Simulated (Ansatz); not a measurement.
A nudged elastic band was laid between two geometries of Cl2FH2HfN + H (8 atoms, charge 0, multiplicity 2).

All numbers below come from UKS PBE0-D4/def2-SVP (Ansatz).

* movable images: 5
* climbing image: yes
* spring: 5.0 eV/Å²
* optimiser: quadratic models (default)
* start path: through a guess of the saddle point
* force threshold: 0.05 eV/Å
* iteration limit: 60
* end points: relaxed

First end point:

```xyz
8
Properties=species:S:1:pos:R:3
Hf -0.026 0.035 -0.226
F -0.002 0.357 1.646
N 1.897 0.007 -0.771
H 2.249 -0.134 -1.717
H 2.690 0.132 -0.144
Cl -1.112 1.742 -1.436
Cl -0.983 -2.049 -0.774
H 0.165 -0.090 4.861
```

Last end point:

```xyz
8
Properties=species:S:1:pos:R:3
Hf 0.358 -0.198 0.147
F -0.729 -0.290 2.294
N 1.866 0.010 -1.148
H 2.236 -0.724 -1.751
H 2.436 0.846 -1.270
Cl -0.047 2.071 0.968
Cl -0.504 -2.370 -0.183
H -0.738 0.656 2.383
```

**Question.** Which bonds break or form, and what moves?

**Answer.** Bonds formed: F2–H8. Cl2FH2HfN + H becomes Cl2FH3HfN.

**Question.** Give the energies along the band, and the barrier.

**Answer.** It converged. The highest image is number 4 of 0 to 6, 0.68 eV above the first end and 0.28 eV above the last; the last end lies 0.40 eV above the first. The profile has 2 maxima (images 1, 4) with wells between them (image 2): this band takes more than one step, which may be the mechanism or a detour left from its start path. A vibrational analysis at the climbing image gives one clearly imaginary mode, 206i cm⁻¹: a first-order saddle point.

| image | path coordinate (Å) | energy (eV) | F2–H8 (Å) |
| --- | --- | --- | --- |
| 0 | 0.00 | 0.00 | 3.25 |
| 1 | 1.71 | 0.05 | 3.20 |
| 2 | 3.41 | 0.00 | 3.13 |
| 3 | 5.12 | 0.23 | 2.02 |
| 4 | 6.83 | 0.68 | 0.93 |
| 5 | 9.41 | 0.50 | 0.97 |
| 6 | 11.99 | 0.40 | 0.95 |

**Question.** What is the geometry of the highest image?

**Answer.** 
```xyz
8
Properties=species:S:1:pos:R:3:forces:R:3
Hf -0.181 0.231 -0.184 0.00 0.00 0.00
F 0.665 -0.929 1.817 0.00 0.00 0.00
N 1.823 0.197 -0.420 0.00 0.01 -0.01
H 2.494 -0.467 -0.039 0.00 0.00 0.00
H 2.307 0.788 -1.095 0.00 -0.01 0.01
Cl -0.981 2.155 -1.264 0.00 0.00 0.00
Cl -1.739 -1.558 0.050 0.00 0.00 0.00
H 0.490 -0.418 2.575 0.00 0.00 0.00
```

Time of the run: 6.7 min on 4 threads of Intel(R) Xeon(R) 6975P-C (Granite Rapids), on a shared host, peak memory 0.42 GiB.
